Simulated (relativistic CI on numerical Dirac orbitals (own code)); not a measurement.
## Level scheme of Yb²¹⁺

These numbers are calculated, not measured: Dirac-Coulomb-Breit CI, KLI orbitals optimised for each configuration, model QED (radiative potential, 1s self-energy scaled to tabulated hydrogen-like ionisation energies), unscaled Slater integrals (own radial code, finite nucleus).

Configuration list (outside the closed core [Ar] 3d10): 4s2.4p6.4d10.4f3, 4s2.4p6.4d10.4f2.5s, 4s2.4p6.4d10.4f.5s2, 4s2.4p6.4d10.4f2.5p, 4s2.4p6.4d9.4f4, 4s2.4p6.4d10.4f.5s.5p, 4s2.4p6.4d10.4f.5p2, 4s2.4p6.4d10.4f.5s.5d, 4s2.4p6.4d10.4f2.5d, 4s2.4p6.4d10.4f.5p.5d, 4s2.4p5.4d10.4f4, 4s2.4p6.4d9.4f2.5s2, 4s2.4p6.4d9.4f3.5s, 4s2.4p6.4d10.4f2.5f, 4s2.4p6.4d10.4f.5d2, 4s2.4p6.4d9.4f2.5s.5p, 4s2.4p6.4d10.4f2.6s, 4s2.4p6.4d10.4f2.6p, 4s.4p6.4d10.4f4, 4s2.4p6.4d9.4f3.5p, 4s2.4p6.4d10.4f2.5g, 4s2.4p6.4d10.4f2.6d, 4s2.4p5.4d10.4f2.5s2, 4s2.4p6.4d10.4f2.6f, 4s2.4p6.4d8.4f3.5s2, 4s2.4p6.4d10.4f2.7s, 4s2.4p6.4d10.4f2.7p, 4s2.4p5.4d10.4f2.5s.5p, 4s.4p6.4d10.4f2.5s2. Levels of other configurations are missing.

The lowest level is 4s2.4p6.4d10.4f3 4I°_9/2, with 89 % of that term; Hund's rules for 4s2.4p6.4d10.4f3 give 4I° with J = 9/2, in agreement.

| No. | Configuration | Term | J | E (cm⁻¹) | % | Lifetime (s) |
| --- | --- | --- | --- | --- | --- | --- |
| 1 | 4s2.4p6.4d10.4f3 | 4I° | 9/2 | 0 | 89 |  |
| 2 | 4s2.4p6.4d10.4f3 | 4I° | 11/2 | 12018 | 96 | 1.47e-02 |
| 3 | 4s2.4p6.4d10.4f3 | 4I° | 13/2 | 23185 | 97 | 1.57e-02 |
| 4 | 4s2.4p6.4d10.4f3 | 4F° | 3/2 | 31847 | 77 |  |
| 5 | 4s2.4p6.4d10.4f3 | 4I° | 15/2 | 33527 | 91 | 2.97e-02 |
| 6 | 4s2.4p6.4d10.4f3 | 2H° | 9/2 | 35652 | 47 | 6.72e-03 |
| 7 | 4s2.4p6.4d10.4f3 | 4F° | 5/2 | 39622 | 90 | 6.28e-02 |
| 8 | 4s2.4p6.4d10.4f3 | 4F° | 7/2 | 43606 | 64 | 8.09e-02 |
| 9 | 4s2.4p6.4d10.4f3 | 4S° | 3/2 | 43806 | 75 | 7.93e-02 |
| 10 | 4s2.4p6.4d10.4f3 | 4G° | 5/2 | 49104 | 92 | 1.74e-01 |
| 11 | 4s2.4p6.4d10.4f3 | 4F° | 9/2 | 52126 | 66 | 8.59e-03 |
| 12 | 4s2.4p6.4d10.4f3 | 4G° | 7/2 | 53165 | 54 | 1.75e-02 |
| 13 | 4s2.4p6.4d10.4f3 | 2H° | 11/2 | 54343 | 82 | 6.69e-03 |
| 14 | 4s2.4p6.4d10.4f3 | 2K° | 13/2 | 57227 | 94 | 5.76e-03 |
| 15 | 4s2.4p6.4d10.4f3 | 2G° | 7/2 | 61943 | 45 | 9.55e-03 |
| 16 | 4s2.4p6.4d10.4f3 | 2D° | 3/2 | 64183 | 38 | 4.53e-03 |
| 17 | 4s2.4p6.4d10.4f3 | 4G° | 9/2 | 64861 | 87 | 9.11e-03 |
| 18 | 4s2.4p6.4d10.4f3 | 2K° | 15/2 | 66844 | 69 | 5.03e-03 |
| 19 | 4s2.4p6.4d10.4f3 | 2P° | 1/2 | 69460 | 76 | 1.02e-02 |
| 20 | 4s2.4p6.4d10.4f3 | 4G° | 11/2 | 73380 | 68 | 1.94e-02 |
| 21 | 4s2.4p6.4d10.4f3 | 2D° | 5/2 | 74336 | 87 | 8.00e-03 |
| 22 | 4s2.4p6.4d10.4f3 | 2G° | 9/2 | 75568 | 59 | 4.34e-03 |
| 23 | 4s2.4p6.4d10.4f3 | 4D° | 5/2 | 80664 | 57 | 8.03e-03 |
| 24 | 4s2.4p6.4d10.4f3 | 4D° | 3/2 | 81094 | 60 | 2.77e-02 |
| 25 | 4s2.4p6.4d10.4f3 | 2I° | 11/2 | 83384 | 72 | 9.61e-03 |
| 26 | 4s2.4p6.4d10.4f3 | 4D° | 1/2 | 88127 | 76 | 1.85e-02 |
| 27 | 4s2.4p6.4d10.4f3 | 2D° | 3/2 | 88649 | 44 | 3.00e-03 |
| 28 | 4s2.4p6.4d10.4f3 | 2L° | 15/2 | 89867 | 76 | 5.20e-03 |
| 29 | 4s2.4p6.4d10.4f3 | 2I° | 13/2 | 91974 | 97 | 1.06e-02 |
| 30 | 4s2.4p6.4d10.4f3 | 4D° | 7/2 | 94619 | 95 | 1.55e-02 |
| 31 | 4s2.4p6.4d10.4f3 | 2L° | 17/2 | 94766 | 100 | 1.35e-02 |
| 32 | 4s2.4p6.4d10.4f3 | 2H° | 9/2 | 96360 | 91 | 6.20e-03 |
| 33 | 4s2.4p6.4d10.4f3 | 2D° | 3/2 | 104469 | 66 | 3.78e-03 |
| 34 | 4s2.4p6.4d10.4f3 | 2F° | 5/2 | 105220 | 44 | 2.32e-03 |
| 35 | 4s2.4p6.4d10.4f3 | 2H° | 11/2 | 107072 | 71 | 3.58e-03 |
| 36 | 4s2.4p6.4d10.4f3 | 2D° | 5/2 | 120974 | 49 | 1.98e-03 |
| 37 | 4s2.4p6.4d10.4f3 | 2F° | 7/2 | 122618 | 92 | 2.30e-03 |
| 38 | 4s2.4p6.4d10.4f3 | 2G° | 9/2 | 136522 | 96 | 5.01e-03 |
| 39 | 4s2.4p6.4d10.4f3 | 2G° | 7/2 | 140450 | 94 | 6.98e-03 |
| 40 | 4s2.4p6.4d10.4f3 | 2F° | 7/2 | 191014 | 95 | 1.14e-03 |
| 41 | 4s2.4p6.4d10.4f3 | 2F° | 5/2 | 196230 | 99 | 1.65e-03 |
| 42 | 4f2(3H).5s | 4H | 7/2 | 514344 | 92 | 4.55e-06 |
| 43 | 4f2(3H).5s | 4H | 9/2 | 519146 | 70 | 2.87e-06 |
| 44 | 4f2(3F).5s | 4F | 3/2 | 531176 | 93 | 9.61e-07 |
| 45 | 4f2(3H).5s | 4H | 11/2 | 531887 | 91 | 2.94e-06 |
| 46 | 4f2(3F).5s | 4F | 5/2 | 534910 | 80 | 8.86e-07 |
| 47 | 4f2(3H).5s | 2H | 9/2 | 536894 | 59 | 9.95e-07 |
| 48 | 4f2(3F).5s | 4F | 7/2 | 542715 | 87 | 1.04e-06 |
| 49 | 4f2(3H).5s | 4H | 13/2 | 544273 | 97 | 2.93e-06 |
| 50 | 4f2(3F).5s | 4F | 9/2 | 544629 | 51 | 1.16e-06 |
| 51 | 4f2(1G).5s | 2G | 7/2 | 549533 | 56 | 9.03e-07 |
| 52 | 4f2(3F).5s | 2F | 5/2 | 550836 | 79 | 6.17e-07 |
| 53 | 4f2(3H).5s | 2H | 11/2 | 555100 | 88 | 6.40e-07 |
| 54 | 4f2(1G).5s | 2G | 9/2 | 563257 | 52 | 1.11e-06 |
| 55 | 4f2(3F).5s | 2F | 7/2 | 569598 | 67 | 5.95e-07 |
| 56 | 4f2(1D).5s | 2D | 5/2 | 577030 | 58 | 4.13e-07 |
| 57 | 4f2(1D).5s | 2D | 3/2 | 578519 | 71 | 3.97e-07 |
| 58 | 4f2(3P).5s | 4P | 1/2 | 582298 | 92 | 5.12e-07 |
| 59 | 4f2(3P).5s | 4P | 3/2 | 588597 | 85 | 3.60e-07 |
| 60 | 4f2(1I).5s | 2I | 13/2 | 589821 | 97 | 4.21e-07 |
| 61 | 4f2(1I).5s | 2I | 11/2 | 590042 | 96 | 3.86e-07 |
| 62 | 4f2(3P).5s | 2P | 1/2 | 597951 | 94 | 1.37e-07 |
| 63 | 4f2(3P).5s | 4P | 5/2 | 599305 | 66 | 3.36e-07 |
| 64 | 4f2(3P).5s | 2P | 3/2 | 608082 | 81 | 1.45e-07 |
| 65 | 4f2(1S).5s | 2S | 1/2 | 670833 | 95 | 1.35e-07 |
| 66 | 4f2(3H).5p | 4I° | 9/2 | 811057 | 60 | 9.25e-11 |
| 67 | 4f2(3H).5p | 4H° | 7/2 | 818201 | 46 | 8.82e-11 |
| 68 | 4f2(3F).5p | 4G° | 5/2 | 829615 | 69 | 9.04e-11 |
| 69 | 4f2(3H).5p | 4H° | 9/2 | 831021 | 38 | 9.00e-11 |
| 70 | 4f2(3H).5p | 4I° | 11/2 | 831091 | 51 | 8.89e-11 |

Energies count from the lowest computed level; ° marks odd parity; lifetimes are radiative, by E1, M1, E2, M2 decay to levels of this space only; some are left blank where a channel outside the calculation adds to the decay or the decay crosses a small, uncertain gap. Percentages are summed over parent terms; the parents shown are those of the largest component, closed shells are left out there.

The mean weight of the leading LS term, summed over parents, in these 70 levels is 75 %, and that of the leading jj configuration (from the same eigenvectors) 74 %.

At this charge transitions that keep the count of f electrons are usually good to a few per cent. Terms inside the open d or f shell come out 10 to 20 % too wide with unscaled integrals. Levels that differ in their count of f electrons can be misplaced by several ten thousand cm⁻¹, since the correlation energy of f electrons is missing or only estimated; rates across such gaps can be off by orders of magnitude.

Landé's interval rule says that E(J) − E(J−1) = AJ with one A. For the ground term the intervals give A = 2185.0, 1718.1, 1378.9 cm⁻¹ for J = 11/2, 13/2, 15/2; the multiplet is regular.

LS names give the leading component of a level, which can be under half, so a name can repeat, a term be missing and a line seem to break the LS rules.
